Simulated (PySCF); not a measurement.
2,5-dihydro-1H-silole (C4H8Si), SMILES C1=CC[SiH2]C1. Atoms are numbered in the order given.

```xyz
13

C      1.3599     0.0015    -0.6705
C      1.3599     0.0015     0.6705
C      0.0493    -0.0031     1.4144
Si    -1.2239     0.0017     0.0000
C      0.0493    -0.0031    -1.4144
H      2.3020     0.0044    -1.2306
H      2.3020     0.0044     1.2306
H     -0.0440     0.8745     2.0770
H     -0.0421    -0.8877     2.0683
H     -2.0972     1.2161     0.0000
H     -2.1093    -1.2037     0.0000
H     -0.0421    -0.8877    -2.0683
H     -0.0440     0.8745    -2.0770
```
Charge 0, spin multiplicity 1.

Geometry: PBE0-D3(BJ)/def2-SVP. Other conformers were not sampled.

Computed with SMD-B3LYP/6-31G* run with PySCF.

Solvation free energies are E(SMD) − E(gas) at the gas-phase geometry, for 1 M in both phases. In vacuum the dipole moment is 0.45 D.

Computed solvation free energies in water, n-hexane, chlorobenzene:
```csv
solvent,ΔG(solv) (kcal/mol),its non-electrostatic (CDS) part,dipole (D)
water,1.5,3.1,0.60
n-hexane,-2.9,-2.3,0.51
chlorobenzene,-3.1,-1.9,0.57
```
